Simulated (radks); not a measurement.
Species: the arsenic ion As3+. Configuration: [Ar] 3d10 4s2. All-electron calculation, Dirac Kohn-Sham, BLYP, spin-unpolarised, spherical densities, point nucleus. Program: a radial shooting solver on a logarithmic mesh with Libxc functionals.

Unscreened Slater integrals over Kohn-Sham orbitals (cm^-1). Large and small components are both included. Empty in this configuration: 4p1/2.

integral,value
"F0(4s1/2,4s1/2)",113260
"F0(4s1/2,3d5/2)",143180
"G2(4s1/2,3d5/2)",14188
"F0(4s1/2,3d3/2)",143290
"G2(4s1/2,3d3/2)",14010
"F0(4s1/2,3p3/2)",144510
"G1(4s1/2,3p3/2)",10060
"F0(4s1/2,4p1/2)",105100
"G1(4s1/2,4p1/2)",70807
"F0(3d5/2,3d5/2)",300010
"F2(3d5/2,3d5/2)",141310
"F4(3d5/2,3d5/2)",88413
"F0(3d5/2,3d3/2)",301010
"F2(3d5/2,3d3/2)",141750
"G2(3d5/2,3d3/2)",141520
"G4(3d5/2,3d3/2)",88546
"F0(3d5/2,3p3/2)",308270
"F2(3d5/2,3p3/2)",146860
"G1(3d5/2,3p3/2)",179050
"G3(3d5/2,3p3/2)",110040
"F0(3d5/2,4p1/2)",126940
"G3(3d5/2,4p1/2)",9429.2
"F0(3d3/2,3d3/2)",302020
"F2(3d3/2,3d3/2)",142210
"F0(3d3/2,3p3/2)",309290
"F2(3d3/2,3p3/2)",147250
"G1(3d3/2,3p3/2)",179270
"G3(3d3/2,3p3/2)",110200
"F0(3d3/2,4p1/2)",127020
"G1(3d3/2,4p1/2)",10431
"F0(3p3/2,3p3/2)",319710
"F2(3p3/2,3p3/2)",159840
"F0(3p3/2,4p1/2)",127900
"G2(3p3/2,4p1/2)",7528.2
"F0(4p1/2,4p1/2)",98681
